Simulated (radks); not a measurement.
All-electron atom: Tc III in [Ar] 3d10 4s1.5 4p6 4d5 4f0.5 (fractional occupations, a model configuration). Method: Dirac Kohn-Sham, LDA (Slater exchange, Perdew-Zunger correlation), spin-unpolarised, spherical densities, point nucleus; open shells are shared between the two j in proportion to 2j + 1; computed with a radial shooting solver on a logarithmic mesh with Libxc functionals.

Unscreened Slater integrals over Kohn-Sham orbitals (eV). Large and small components are both included. Empty in this configuration: 5s1/2.

F0(4f7/2,4f7/2): 4.1952
F2(4f7/2,4f7/2): 2.1821
F4(4f7/2,4f7/2): 1.4201
F6(4f7/2,4f7/2): 1.0388
F0(4f7/2,4f5/2): 4.1955
F2(4f7/2,4f5/2): 2.1822
F4(4f7/2,4f5/2): 1.4201
G2(4f7/2,4f5/2): 2.1821
G4(4f7/2,4f5/2): 1.4201
G6(4f7/2,4f5/2): 1.0388
F0(4f7/2,4d5/2): 5.4494
F2(4f7/2,4d5/2): 0.96124
F4(4f7/2,4d5/2): 0.39613
G1(4f7/2,4d5/2): 0.58598
G3(4f7/2,4d5/2): 0.33312
G5(4f7/2,4d5/2): 0.22707
F0(4f7/2,4d3/2): 5.4510
F2(4f7/2,4d3/2): 0.94944
G3(4f7/2,4d3/2): 0.32602
G5(4f7/2,4d3/2): 0.22221
F0(4f7/2,5s1/2): 5.2531
G3(4f7/2,5s1/2): 0.99761
F0(4f5/2,4f5/2): 4.1958
F2(4f5/2,4f5/2): 2.1822
F4(4f5/2,4f5/2): 1.4201
F0(4f5/2,4d5/2): 5.4505
F2(4f5/2,4d5/2): 0.96187
F4(4f5/2,4d5/2): 0.39652
G1(4f5/2,4d5/2): 0.58666
G3(4f5/2,4d5/2): 0.33349
G5(4f5/2,4d5/2): 0.22732
F0(4f5/2,4d3/2): 5.4522
F2(4f5/2,4d3/2): 0.95007
G1(4f5/2,4d3/2): 0.57446
G3(4f5/2,4d3/2): 0.32648
F0(4f5/2,5s1/2): 5.2539
G3(4f5/2,5s1/2): 0.99811
F0(4d5/2,4d5/2): 15.817
F2(4d5/2,4d5/2): 7.9173
F4(4d5/2,4d5/2): 5.1722
F0(4d5/2,4d3/2): 15.887
F2(4d5/2,4d3/2): 7.9517
G2(4d5/2,4d3/2): 7.9488
G4(4d5/2,4d3/2): 5.1932
F0(4d5/2,5s1/2): 10.706
G2(4d5/2,5s1/2): 2.1383
F0(4d3/2,4d3/2): 15.959
F2(4d3/2,4d3/2): 7.9875
F0(4d3/2,5s1/2): 10.725
G2(4d3/2,5s1/2): 2.0948
F0(5s1/2,5s1/2): 9.0061
